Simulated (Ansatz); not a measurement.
5 gas-phase steps of d-block species, written in SMILES but for small gases and atoms, in each of which the number of molecules changes (small partners taken up: none; given off: none). Reaction energies in eV, right side less left side, on B3LYP-D3(BJ)/def2-TZVP stationary points reached from drawn starts (curvature not checked).

| row | step | B3LYP/def2-TZVPP | wB97M-V/def2-TZVPP |
|---|---|---|---|
| 1 | 2 [Cl][Cu][Cl] (multiplicity 2) → [Cl][Cu]1<-[Cl][Cu]([Cl])<-[Cl]1 (multiplicity 3) | -1.33 | -1.82 |
| 2 | 2 [Cl][Ni][Cl] (multiplicity 3) → [Cl][Ni]1<-[Cl][Ni]([Cl])<-[Cl]1 (multiplicity 5) | -1.08 | -1.48 |
| 3 | 2 [I][Ni][I] (multiplicity 3) → [I][Ni]1[I][Ni]([I])[I]1 (multiplicity 5) | -0.93 | -1.44 |
| 4 | 2 [Cl][Zn][Cl] → [Cl][Zn]1<-[Cl][Zn]([Cl])<-[Cl]1 | -0.74 | -1.05 |
| 5 | 2 [Br][Zn][Br] → [Br][Zn]1<-[Br][Zn]([Br])<-[Br]1 | -0.66 | ? |

No zero-point or thermal terms; open shells are unrestricted; no spin–orbit coupling. One arrangement of each flexible species, with no search for the lowest. The spin states of the d-block species are the ones drawn and need not be the lowest.

The values were computed with Ansatz (an electronic-structure program) with Gaussian orbitals. All values are computed, each at the level named. Elements past Kr take the def2 small-core potentials, without spin–orbit coupling.

The rows were drawn at random from the listed steps of this kind that kept their bonds on relaxing, hold no state known to be excited and show no strong spin contamination (nor T1 past 0.05 where coupled cluster ran); restricted singlets weren't searched for lower solutions, and sets that span under 5 kcal/mol aren't shown. They stand in the order of the third column.

### Question
Fit a straight line y = a + b·x through the complete rows, with x the B3LYP/def2-TZVPP and y the wB97M-V/def2-TZVPP value, and use it for row 5. How does it compare with the computed value?

### Answer
Means over the 4 complete rows: x -1.020, y -1.448. Σ(x − x̄)(y − ȳ) = 0.229 and Σ(x − x̄)² = 0.186, so b = 1.231 and a = -1.448 − 1.231 × (-1.020) = -0.192 eV. The residuals have rms 0.062 and median size 0.047 eV; without the fit y − x has mean -0.427 and median -0.445 eV. For row 5 the line gives -0.192 + 1.231 × (-0.66) = -1.00 eV, an extrapolation past the fitted range. The computed wB97M-V/def2-TZVPP value is -1.01 eV, 0.01 eV below the line. Taking y = x would miss by 0.35 eV, so here the line does better. wB97M-V/def2-TZVPP is a functional with errors of its own, not an exact or measured value.
